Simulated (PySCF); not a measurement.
A PySCF script (with the pyscf-properties extension) for the NMR shieldings of H3Li3O3, on a PBE0-D3(BJ)/def2-SVP geometry:

```python
import basis_set_exchange as bse
import numpy as np
from pyscf import gto, dft
from pyscf.prop import nmr

atoms = """
Li   -0.273014    0.665568    1.420149
O    -0.989032    1.593789    0.105717
Li   -0.573925    0.698704   -1.353400
O     0.321427   -0.784053   -1.673244
Li    0.841014   -1.353765   -0.090149
O     0.668608   -0.811783    1.573782
H    -1.488904    2.408517    0.170699
H     0.485087   -1.194974   -2.523214
H     1.008739   -1.222012    2.369660
"""
names = dict.fromkeys(["Li", "O", "H"], "pcSseg-1")
basis = {el: gto.basis.parse(bse.get_basis(n, elements=[el], fmt="nwchem")) for el, n in names.items()}
mol = gto.M(atom=atoms, basis=basis, charge=0, verbose=0)
mf = dft.RKS(mol, xc="B3LYP")
mf.grids.level = 2
mf.grids.alignment = dft.numint.BLKSIZE   # the property module wants whole blocks of grid points
mf.conv_tol = 1e-9
mf.kernel()

calc = nmr.RKS(mf)   # GIAO
C = mf.mo_coeff
Co = C[:, mf.mo_occ > 0]
resp = mf.gen_response(singlet=True, hermi=2)
def vind(x):   # induced exchange potential for any number of trial vectors
    d = np.einsum("pi,xij,qj->xpq", C, 2 * x.reshape(-1, C.shape[1], Co.shape[1]), Co, optimize=True)
    return np.einsum("xpq,pi,qj->xij", resp(d - d.transpose(0, 2, 1)), C, Co, optimize=True).ravel()
mo1, _ = nmr.rhf.solve_mo1(calc, with_cphf=vind)
sigma = calc.kernel(mo1)
for i, s in enumerate(sigma):   # ppm
    print("%2d %-2s %9.2f" % (i, mol.atom_pure_symbol(i), np.trace(s) / 3))
```

**Question.** What are the results?

**Answer.** 
```
 0 Li     88.61
 1 O     358.63
 2 Li     88.59
 3 O     358.56
 4 Li     88.59
 5 O     358.42
 6 H      32.54
 7 H      32.54
 8 H      32.52
```

These numbers come from an equivalent density-fitted implementation of the same equations, which agrees with the script to about 0.01 ppm for H and up to a few tenths of a ppm for heavy atoms, so last digits may differ.

Size and cost of the density-fitted run: 102 basis functions, 4.3 s wall time on 1 thread of an Arm Neoverse V2, shared host.
